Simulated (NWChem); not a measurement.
Species: C$_{2}$H$_{8}$BNO; SMILES CNB(C)O

```xyz
13

B      0.0315     0.5199     0.0725
C     -0.7783     1.8744     0.0061
H     -1.8540     1.7451    -0.1876
H     -0.3659     2.5248    -0.7826
H     -0.6669     2.4298     0.9517
N     -0.6235    -0.7241    -0.1082
C     -0.0680    -2.0485    -0.0841
H     -1.6206    -0.6972    -0.2789
H     -0.2011    -2.5838    -1.0413
H     -0.5028    -2.6784     0.7126
H      1.0165    -2.0120     0.1044
O      1.3809     0.6120     0.3107
H      1.8284    -0.2380     0.3422
```
Atoms are numbered in this order, from 1.

All runs: NWChem. Pople sets run with spherical d functions. All runs use the structure optimised with PBE0/def2-SVP. No frequency run checked for a minimum. B3LYP is NWChem's, with the RPA form of VWN correlation. Core excitations by TDA in a window of 1s orbitals, non-relativistic and unshifted: absolute energies depend strongly on the exact-exchange share.

Question: What does the run give for N K edge, B3LYP/6-311G**? Quantities: first 1s excitation (eV); dipole oscillator strength of the first; first state with f > 0.002 (eV); dipole oscillator strength of that state.

Answer: 
```yaml
first 1s excitation (eV): 388.5
dipole_oscillator_strength_of_the_first: 0.0050
first state with f > 0.002 (eV): 388.5
dipole_oscillator_strength_of_that_state: 0.0050
```
